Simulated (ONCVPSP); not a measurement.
Si (Z = 14): one change to an ONCV potential, before and after

- Element: silicon (Si)
- Generator: ONCVPSP 4.0.1
- Type: optimised norm-conserving Vanderbilt (ONCV)
- Functional: PBE
- Relativity: scalar-relativistic
- Frozen core: [Ne]
- Valence charge: 4
- Reference configuration: 3s2 3p2
- Partial waves: 3s: rc 1.70 bohr, ncon 5, nbas 9, qcut 3 1/bohr, local; 3p: rc 2.15 bohr, ncon 4, nbas 9, qcut 4.1 1/bohr, 2 projectors, debl 0.3 Ha
- Local potential: the s channel
- Core correction: Teter function, fcfact 1.75, rcfact 1.2

Change: functional LDA (Perdew-Wang 92).

Cutoffs: the cutoffs (Ha) at which the residual kinetic energy of the hardest occupied pseudo-wave falls to 1 and 0.1 mHa per electron; they do not see the model core or the augmentation charge, which bear on the density cutoff. Errors are all-electron minus pseudo energies relative to the spin-unpolarised reference configuration.

What does the change do?

The potential gets harder (18 Ha and 64 Ha → 25 Ha and 65 Ha); of the 4 tests that both files solve, the error grows in 3 and shrinks in 0 by more than 15 % and 0.3 meV (median size 0.7 → 16.5 meV); neither file shows a bound ghost.

| quantity | base | changed |
| --- | --- | --- |
| cutoff, loose | 18 Ha | 25 Ha |
| cutoff, tight | 64 Ha | 65 Ha |
| loose cutoff by channel | s 18 Ha, p 3.1 Ha | s 25 Ha, p 3.2 Ha |
| bound ghosts | none | none |
| GHOST(+) flags under 300 eV | none | none |
| error for 3s2 3p1, meV [ΔE 7.74 → 7.82 eV] | -0.9 | +2.7 |
| error for 3s2 3p0, meV [ΔE 23.73 → 23.93 eV] | +0.6 | +30 |
| error for 3s1 3p0, meV [ΔE 57.70 → 58.07 eV] | +50 | +169 |
| error for 3s2 3p1.5, meV [ΔE 2.92 → 2.96 eV] | -0.3 | +0.3 |
| s: phases at 1.73 bohr within 0.05 rad from the reference energy up to (Ha; the scan ends near 5) | 1.9 | 1.9 |
| p: phases at 2.18 bohr within 0.05 rad from the reference energy up to (Ha; the scan ends near 5) | 2.4 | 2.3 |
| rms error of d²Exc/dni dnj with the model core, mHa | 0.75 | 2.41 |
